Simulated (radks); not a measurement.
The numbers below are computed, except where a source is named.
Ge2+, 30 electrons, occupied as [Ar] 3d10 4s2 (the NIST ground configuration).

Code: a radial shooting solver on a logarithmic mesh with Libxc functionals. Model: non-relativistic Kohn-Sham, PBE, spin-polarised, spherical densities, point nucleus.

Energy parts (eV):
total: -56485.133
kinetic: 56449.582
electron-nucleus: -134582.073
Hartree: 23773.652
exchange-correlation: -2126.295

Orbitals (lengths in bohr, moments of r in powers of bohr; <r^-3> diverges for s and p1/2; r(max) is where P^2 peaks):
orbital,occ.,eigenvalue (eV),<1/r>,<r^-3>,r(max),<r^4>
1s,2,-10823.28,31.50,-,0.03158,0.00002394
2s,2,-1357.012,6.920,-,0.1795,0.005007
2p,6,-1210.310,6.891,939.0,0.1427,0.003533
3s,2,-182.8479,2.232,-,0.5516,0.3487
3p,6,-134.2690,2.109,125.9,0.5471,0.4333
3d,10,-49.9838,1.792,14.28,0.5026,1.095
4s,2,-28.7841,0.6629,-,1.698,30.44

The highest occupied level is 4s at -28.784 eV. The density falls to 0.001 e/bohr^3 at r = 3.44 bohr. Virial ratio -V/T = 2.00063.
